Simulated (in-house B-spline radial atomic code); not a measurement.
RPA and G0W0 on BLYP: Re

Configuration [Xe] 4f14 5d5 6s2, highest spin, mean-field start BLYP. Computed with a B-spline radial code for spherical atoms: all electrons, scalar-relativistic (spin-free one-electron X2C), finite nucleus, each spin shell either full or empty, empty states to l = 9 with an (l + 1/2)⁻⁴ tail; G0W0 by contour deformation at full frequency.

Without the two-electron picture change, the correlation of inner shells comes somewhat too large for so heavy an element.

Command:
```bash
python run_gw.py task.json out
```
Settings (radii: box in bohr, nucleus in fm):
```
Z                        75
electrons                75
configuration            [Xe] 4f14 5d5 6s2
hamiltonian              x2c
method                   b88,lyp
lmax                     9
rms_radius               5.3698
spin_polarised           True
box_radius               40
intervals                72
ion_configuration        [Xe] 4f14 5d5 6s1
```

Time taken, with all properties: 22 s on 1 thread of Arm Neoverse V2 (shared host).

Energies (hartree):

| term | value |
| --- | --- |
| mean-field total | -16694.72027 |
| Hartree-Fock functional on these orbitals | -16688.30868 |
| direct second order | -7.9926 |
| second-order exchange | 2.0075 |
| SOSEX correction | 1.8363 |

(1) What is the RPA correlation energy, and what remains with SOSEX?

Quasi-particle levels (eV):

```csv
level,occupied,mean field,Σx - vxc,Σc,QP weight,G0W0
6s down,yes,-4.974,-1.26,?,?,?
5d down,no,-3.564,7.64,-4.72,0.643,-0.640
```

G0W0 = mean field + (Σx - vxc) + Σc, with Σc (partial-wave tail included) taken at the quasi-particle energy. Only the outer levels were computed. Levels of low weight are left out.

(2) Where does G0W0 put 6s down?

(3) What does it cost to remove one electron (to [Xe] 4f14 5d5 6s1) by differences of total energies, each species on its own start (correlation terms add to the Hartree-Fock functional)?

Answers

(1) RPA gives -6.7611 hartree (-2.45 eV per electron); RPA + SOSEX gives -4.9248, and the second-order doubles -5.9851 hartree (no singles). RPA lacks exchange-type terms and so overcorrelates at short range.

(2) At -7.951 eV, with Σc = -1.72 eV and a quasi-particle weight of 0.826. The tabulated removal energy is 7.834 eV (NIST, measured); the calculation leaves out spin-orbit coupling, Breit and QED terms, and what these don't explain is the method's own error.

(3) BLYP 8.056 eV, Hartree-Fock functional 5.700 eV, + RPA 8.122 eV, + RPA + SOSEX 7.662 eV, + second order 9.475 eV. Tabulated: 7.834 eV (NIST, measured); the calculation leaves out spin-orbit coupling, Breit and QED terms, and what these don't explain is the method's own error.
